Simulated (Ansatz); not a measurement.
Coupled-cluster diagnostics for the cluster GeTe₂⁻, Ansatz.

Geometry of the doublet (r2SCAN-D4/def2-TZVPD):

```xyz
3

Ge   -0.1490    0.2921   -0.5973
Te    0.1793    1.8729    1.2596
Te   -0.0303   -2.1649   -0.6623
```

In the def2 sets Te takes a core potential; there is no spin–orbit coupling. Correlated methods freeze 17 core orbitals; core or outer-core shells of Ge, Te are correlated, in sets that lack core-valence functions. In CCSD on the charge -1 quartet the largest single amplitude is 0.23, so its Hartree–Fock determinant may place the open shell otherwise than the density functionals do. The structure comes from a short search, and lower isomers may exist.

Geometry of the charge -1 quartet (r2SCAN-D4/def2-TZVPD):

```xyz
3

Ge   -0.655    0.161   -0.884
Te   -0.493   -1.822    0.733
Te    1.148    1.661    0.151
```

Q: Estimate the CCSD(T) correlation energy, the shares of MP2 and (T), T1 and the reference's ⟨S²⟩ for: charge -1, doublet, own geometry in def2-SVPD; charge -1, quartet, own geometry in def2-SVPD; and the rough time on 4 threads of Arm Neoverse N1 on a shared host.

A: 
| state | basis | correlation (eV) | MP2 share (%) | (T) share (%) | T1 | ⟨S²⟩ (pure) | wall time |
| --- | --- | --- | --- | --- | --- | --- | --- |
| charge -1, doublet, own geometry | def2-SVPD | -13.238 | 93.7 | 4.6 | 0.020 | 0.79 (0.75) | 25 s |
| charge -1, quartet, own geometry | def2-SVPD | -12.637 | 91.5 | 4.1 | 0.030 | 3.79 (3.75) | 26 s |
Customary marks for T1 are 0.02 (closed shells), 0.045 (open shells) and about 0.05 (3d metals). T1 exceeds 0.02 in 2 of 2 rows and 0.045 in 0; the higher it lies, the less the single-reference result can be trusted.
